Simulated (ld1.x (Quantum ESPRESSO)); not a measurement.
A failed generation for Cl

Input:

```
&input
   title='Cl', zed=17., rel=1, dft='PW91', iswitch=3,
   config='[Ne] 3s2 3p4.5',
   nld=2, rlderiv=1.20, eminld=-4.0, emaxld=5.0, deld=0.02
 /
 &inputp
   pseudotype=3, tm=.true., lloc=-1, rcloc=0.90,
   nlcc=.true., new_core_ps=.true., rcore=0.85,
   file_pseudopw='Cl.UPF', file_wfcaegen='ae.wfc', file_wfcncgen='nc.wfc', file_beta='beta', file_chi='chi', file_wfcusgen='us.wfc'
 /
4
3S  1  0   2.00   0.00  0.96  1.08  0.0
3S  1  0   0.00  -1.30  0.96  1.08  0.0
3P  2  1   4.50   0.00  0.96  1.08  0.0
3P  2  1   0.00  -0.55  0.96  1.08  0.0
 &test
   configts(1)='3s2 3p4.5'
 /
```

```bash
ld1.x < Cl.in > Cl.out
```

End of the output:

```
       Zero norm: self consistency problem; state:  2 (l=  1, j=0.0)
       Zero norm: self consistency problem; state:  1 (l=  0, j=0.0)
       Zero norm: self consistency problem; state:  2 (l=  1, j=0.0)
       Zero norm: self consistency problem; state:  1 (l=  0, j=0.0)
       Zero norm: self consistency problem; state:  2 (l=  1, j=0.0)
       Zero norm: self consistency problem; state:  1 (l=  0, j=0.0)
       Zero norm: self consistency problem; state:  2 (l=  1, j=0.0)
       Zero norm: self consistency problem; state:  1 (l=  0, j=0.0)
       Zero norm: self consistency problem; state:  2 (l=  1, j=0.0)

 %%%%%%%%%%%%%%%%%%%%%%%%%%%%%%%%%%%%%%%%%%%%%%%%%%%%%%%%%%%%%%%%%%%%%%%%%%%%%%
     Error in routine run_pseudo (1):
     Errors in PS-KS equation
 %%%%%%%%%%%%%%%%%%%%%%%%%%%%%%%%%%%%%%%%%%%%%%%%%%%%%%%%%%%%%%%%%%%%%%%%%%%%%%

     stopping ...
```

Why did it fail, and what change makes it run?

The run stopped because the pseudo-atom solver did not find the valence states with the expected number of nodes, which is the usual sign of a ghost state. A run that differs only in the following succeeds: all radii but the core radius scaled by about 1.34 (s 1.45, p 1.45 bohr, rcut 1.30/1.30); local potential all-electron potential smoothed inside 1.20 bohr (lloc = -1). Other answers can fit too; this one was computed.
